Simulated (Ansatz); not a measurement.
Reaction (cleavage of the B–Al bond): `O[BH][AlH][F]` + H₂Te → `OB[TeH]` + `[F][AlH2]`

Computed with Ansatz on PBE0-D4/def2-TZVP structures; ΔE is electronic, products minus reactants. CCSD(T)/CBS is the MP2 limit (def2-TZVPP, def2-QZVPP) plus CCSD(T) − MP2 in def2-TZVPP, frozen cores. This one scheme is used for every species. Functionals use def2-TZVPP. Elements past krypton have def2 core potentials. For Te outer-core shells are correlated without core-valence functions, which leaves a few kJ/mol of doubt a bond. One conformer a species, not always the lowest.

| level | ΔE (eV) |
| --- | --- |
| B97M-V | -0.98 |
| PBE0-D4 | -0.88 |

Q: What does CCSD(T)/CBS give? (An estimate is asked.)

A: Computed: -0.93 eV. The listed levels differ from it by -0.05, 0.05 eV.

Largest T1 diagnostic among the species: 0.014.

At CCSD(T), def2-SVP lies +0.08 eV from the extrapolated value and def2-TZVPP +0.03 eV. Leaving LDA and LC-ωPBE aside and taking each functional with its dispersion term where it has one, the values, not all of them listed here, spread over 0.14 eV, from B97M-V to CAM-B3LYP-D4. LDA lies −0.04 eV from PBE without D4.
